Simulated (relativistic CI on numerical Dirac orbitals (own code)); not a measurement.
Sensitivity of the levels of Au XXXI to α and to the nuclear radius

Computed by Dirac-Coulomb-Breit CI, orbitals from a KLI potential per configuration, derivatives by finite differences, unscaled Slater integrals, QED left out (own radial code, finite nucleus).

CI space (outside the closed core [Kr] 4d10): 4f3, 4f2 5s, 4f2 5p, 4f 5s2, 4f 5s 5p, 4f2 5d, 4f 5p2, 4f 5s 5d. Levels of other configurations are missing.

With x = (α/α₀)² − 1 an excitation energy changes as ω = ω₀ + qx; K = 2q/ω₀ is the relative enhancement. Terms are leading LS components, so labels can repeat. The field-shift factor is F = δν/δ⟨r²⟩ for the transition from the lowest level.

Lowest level 4f3 4I°_9/2.

```
       Level  ω₀ (cm⁻¹)  q (cm⁻¹)  F (GHz/fm²)
4f3 4I°_11/2    33484.1     37090         1.94
 4f3 4F°_3/2    46212.6      2170        0.589
4f3 4I°_13/2    59233.4     55000         2.99
 4f3 2G°_9/2    62609.6     31850         2.04
 4f3 4F°_5/2    67283.4     16460         1.44
 4f3 4S°_3/2    77307.6     37660         2.42
 4f3 2G°_7/2    78261.8     37520         2.45
 4f3 4G°_5/2    78450.6     29890         2.12
4f3 4I°_15/2    79770.7     62830         3.56
 4f3 4G°_7/2    94014.7     42950         2.85
4f3 2K°_13/2   101280.4     56000          3.5
 4f3 4F°_9/2   104262.3     67040         3.98
4f3 2H°_11/2   104546.8     58480         3.63
 4f3 2D°_3/2   112855.7     47790         3.26
 4f3 2P°_1/2   113274.7     39150          2.9
 4f3 2G°_7/2   118298.2     73340         4.39
4f3 2L°_15/2   119582.1     64270         4.06
 4f3 2D°_5/2   119602.1     32240         2.68
 4f3 4G°_9/2   119770.8     64390         4.04
4f3 2H°_11/2   128841.3     55230         3.77
 4f3 2D°_3/2   132841.0     57540         3.88
 4f3 2D°_5/2   139732.9     72300         4.59
4f3 4G°_11/2   146144.7     79360         4.98
```

At this charge energies of transitions that change n are usually good to better than 1 %, and those within a shell (Δn = 0) to a few per cent. Terms inside the open d or f shell come out 10 to 20 % too wide with unscaled integrals.

(1) Which transition from the lowest level has the largest |K|?

## Answers

(1) 4f3 4I°_11/2 at 33484.1 cm⁻¹, K = 2.22.
